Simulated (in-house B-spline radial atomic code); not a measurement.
Atomic self-consistent-field run: Kr III (Kr2+). All numbers are computed (scalar-relativistic (X2C) Hartree-Fock, spin-polarised, averaged over the determinants with the given up and down occupations; Fermi nucleus of rms radius 4.1884 fm, inside a hard spherical wall at 2.56 bohr) with a B-spline radial code for spherical atoms, not measured.

Command:
```bash
python run_scf.py task.json out
```
Settings (nuclear radius in fm, mass in u):
```
Z                36
configuration    [Ar] 3d10 4s2 4p3 4d1
hamiltonian      x2c
method           hf
spin_polarised   True
nucleus          fermi
rms_radius       4.1884
atomic_mass      83.9115
speed_of_light   137.035999084
wall_radius      2.56
```

Output (hartree, bohr):
```
 radial grid: 60 intervals, B-splines of order 8, outer radius 2.56 bohr

 iter        energy (Eh)    residual
    1      -2783.8724579    4.51e-01
    2      -2784.2783024    7.83e-02
    3      -2784.3668392    1.51e-02
    4      -2784.3706032    5.65e-03
    5      -2784.3708009    1.97e-03
    6      -2784.3708517    3.95e-04
    7      -2784.3708542    6.64e-05
    8      -2784.3708543    3.25e-06
    9      -2784.3708543    2.01e-07

 total energy                    -2784.370854
 kinetic                           2871.34191
 electron-nucleus                 -6728.28278
 electron-electron                 1072.57002

 orbital      occ     eigenvalue          <r>       <r^2>       <1/r>       r_max
 1s up      1.000     -529.75341    0.0410418  0.00228066     37.6752     0.02659
 1s down    1.000     -529.72371    0.0410398  0.00228043     37.6765     0.02659
 2s up      1.000      -72.45227     0.182678   0.0394269     8.34822      0.1539
 2s down    1.000      -72.42099     0.182629   0.0394018     8.34957      0.1539
 2p up      3.000      -63.92199     0.159948   0.0313252     7.99816      0.1233
 2p down    3.000      -63.87350     0.159971   0.0313321     7.99669      0.1233
 3s up      1.000      -11.69154     0.527627    0.319922     2.73689      0.4658
 3s down    1.000      -11.62886     0.527883    0.319858     2.73115      0.4665
 3p up      3.000       -8.88756     0.538811    0.339501     2.55588      0.4632
 3p down    3.000       -8.80491     0.540254    0.340953     2.54559      0.4646
 3d up      5.000       -4.21630     0.558492    0.383785     2.25768      0.4146
 3d down    5.000       -4.15603     0.553933    0.375242     2.26644      0.4151
 4s up      1.000       -1.80802      1.35657     2.01477    0.956116       1.303
 4s down    1.000       -1.28163      1.35421     2.01089    0.961288       1.295
 4p up      3.000       -0.97533      1.41763     2.19513    0.903168         1.4
 4d up      1.000        0.21116      1.49231     2.44818    0.865004       1.566
```

Cost of the run: 0.15 s on 1 thread of Arm Neoverse V2, on a shared host.

One-electron X2C: radii and densities carry no picture-change correction, so inner-shell <1/r> comes out high (for 1s by about 2 % at Z = 33, 5 % at 54, 10 % at 75, 30 % at 118) and <r> low.
